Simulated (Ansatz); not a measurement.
Ansatz (a program for electronic structure) input (RI-MP2/cc-pVQZ):
A basis named .json is the Basis Set Exchange file of that set.

Ansatz 0.2 input:
```yaml
crystal:
  periodic: [false, false, false]
  atoms:
    - {symbol: C, position_ang: [-0.52259556, 1.41380818, -0.54710335]}
    - {symbol: C, position_ang: [-0.47628879, -0.00863254, -0.10906475]}
    - {symbol: C, position_ang: [-1.76113446, -0.73758789, 0.07712034]}
    - {symbol: C, position_ang: [0.73653517, -0.51459163, 0.60259510]}
    - {symbol: N, position_ang: [1.98103512, -0.12297846, -0.06787998]}
    - {symbol: H, position_ang: [0.47082954, 1.78409374, -0.79625337]}
    - {symbol: H, position_ang: [-0.92322001, 2.06075267, 0.25152764]}
    - {symbol: H, position_ang: [-1.18221459, 1.54698921, -1.40901904]}
    - {symbol: H, position_ang: [-1.61418387, -1.81869408, 0.13333524]}
    - {symbol: H, position_ang: [-2.46315045, -0.52641688, -0.73370246]}
    - {symbol: H, position_ang: [-2.26847651, -0.43754736, 1.00949665]}
    - {symbol: H, position_ang: [0.63649361, -1.60091063, 0.74420106]}
    - {symbol: H, position_ang: [0.77768246, -0.08277357, 1.61760298]}
    - {symbol: H, position_ang: [2.05416823, -0.58675710, -0.96638075]}
    - {symbol: H, position_ang: [2.78572766, -0.39586353, 0.48306804]}
basis:
  gaussian:
    orbitals: cc-pVQZ
    fitting: {mean_field: def2-universal-jkfit, correlation: cc-pVQZ-RIFIT.json}
magnetization: {spin_polarized: true, initial_magnetization: 1}
correlation: {method: mp2, electrons: outside_noble_gas}
```

Output:

```
Functional definition: HF
integrals: 1.37 GiB planned
557 factors; integrals over basis functions are off by at most 4.0e0 eV
1.22 GiB of device memory are held for the factors and their scratch space
mean field: 3.05 GiB planned
mean field evaluation 1: about -5757.8112 eV, gradient 3.0e1 eV
mean field evaluation 2: about -5762.0180 eV, gradient 1.4e1 eV
mean field evaluation 4: about -5763.0286 eV, gradient 1.0e0 eV
mean field evaluation 8: about -5763.0423 eV, gradient 1.6e-6 eV
mean field -5763.04230287 eV, -211.7878983001 hartree, gradient 1.6e-6 eV, S^2 0.764561; 0 other end points of the search recorded, 0 dependent functions left out
5 core orbitals not correlated
1210 factors; their error is unknown
reference -5763.04230287 eV, -211.7878983001 hartree; 16, 15 occupied and 554, 555 virtual orbitals, 1210 factors
second order -25.77086699 eV of doubles, -0.00000000 eV of singles
Total energy: -5788.81316986 eV, -212.7349601938 hartree
```

It need not be the lowest isomer of its formula.
